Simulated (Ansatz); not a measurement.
Total energies of C5H14AlNO, SMILES `C[CH](C)[Al]([OH])[N](C)C`.

```tsv
atom	x (Å)	y (Å)	z (Å)
C1	-0.102	-1.525	-1.799
C2	0.858	-1.404	-0.620
C3	2.293	-1.176	-1.108
Al4	0.436	-0.113	0.798
O5	1.543	-0.140	2.092
N6	-0.930	1.027	0.849
C7	-1.918	1.180	-0.190
C8	-1.178	1.923	1.951
H9	0.219	-2.318	-2.486
H10	-1.123	-1.760	-1.486
H11	-0.143	-0.600	-2.384
H12	0.853	-2.367	-0.087
H13	2.611	-1.977	-1.786
H14	2.382	-0.237	-1.665
H15	3.008	-1.137	-0.282
H16	1.523	0.423	2.862
H17	-1.928	2.205	-0.592
H18	-2.933	0.972	0.180
H19	-1.724	0.501	-1.022
H20	-1.153	2.977	1.634
H21	-2.164	1.747	2.406
H22	-0.429	1.800	2.737
```

Total charge 0; spin multiplicity 1. The structure was optimised at the PBE0-D4/def2-TZVP level. It is one conformer, not always the lowest. Basis def2-TZVPP, Ansatz.

RPA on PBE orbitals: Hartree–Fock energy of these orbitals -568.85621 Eh, correlation -2.33550 Eh (frozen core).

```json
{"functional": "LDA (SPW92)", "energy without D4 (Eh)": "-567.65948", "D4 term (kJ/mol)": "–"}
{"functional": "PBE", "energy without D4 (Eh)": "-571.01536", "D4 term (kJ/mol)": "-48.4"}
{"functional": "revPBE", "energy without D4 (Eh)": "-571.41979", "D4 term (kJ/mol)": "-147.6"}
{"functional": "BLYP", "energy without D4 (Eh)": "-571.43523", "D4 term (kJ/mol)": "-104.1"}
{"functional": "r2SCAN", "energy without D4 (Eh)": "-571.36841", "D4 term (kJ/mol)": "-13.4"}
{"functional": "B97M-V", "energy without D4 (Eh)": "-571.50448", "D4 term (kJ/mol)": "–"}
{"functional": "PBE0", "energy without D4 (Eh)": "-571.08081", "D4 term (kJ/mol)": "-41.5"}
{"functional": "B3LYP", "energy without D4 (Eh)": "-571.62537", "D4 term (kJ/mol)": "-76.5"}
{"functional": "r2SCANh", "energy without D4 (Eh)": "-571.35270", "D4 term (kJ/mol)": "-14.1"}
{"functional": "r2SCAN0", "energy without D4 (Eh)": "-571.33082", "D4 term (kJ/mol)": "-15.5"}
{"functional": "HSE06 (plane-wave form)", "energy without D4 (Eh)": "-571.05576", "D4 term (kJ/mol)": "-38.6"}
{"functional": "BHLYP", "energy without D4 (Eh)": "-571.39195", "D4 term (kJ/mol)": "-56.9"}
{"functional": "CAM-B3LYP", "energy without D4 (Eh)": "-571.43049", "D4 term (kJ/mol)": "-42.0"}
{"functional": "LC-ωPBE", "energy without D4 (Eh)": "-571.30987", "D4 term (kJ/mol)": "–"}
{"functional": "ωB97X-V", "energy without D4 (Eh)": "-571.45304", "D4 term (kJ/mol)": "–"}
{"functional": "ωB97M-V", "energy without D4 (Eh)": "-571.41181", "D4 term (kJ/mol)": "–"}
{"functional": "B2PLYP", "energy without D4 (Eh)": "-571.18920", "D4 term (kJ/mol)": "–"}
{"functional": "PBE-QIDH", "energy without D4 (Eh)": "-570.95471", "D4 term (kJ/mol)": "–"}
```

B3LYP takes the VWN-RPA correlation (the form of Gaussian; ORCA's B3LYP/G). HSE06 is the plane-wave form, built on full-range PBE exchange. The double hybrids freeze the cores in their second-order part.

LC-ωPBE has ω = 0.4 bohr⁻¹.
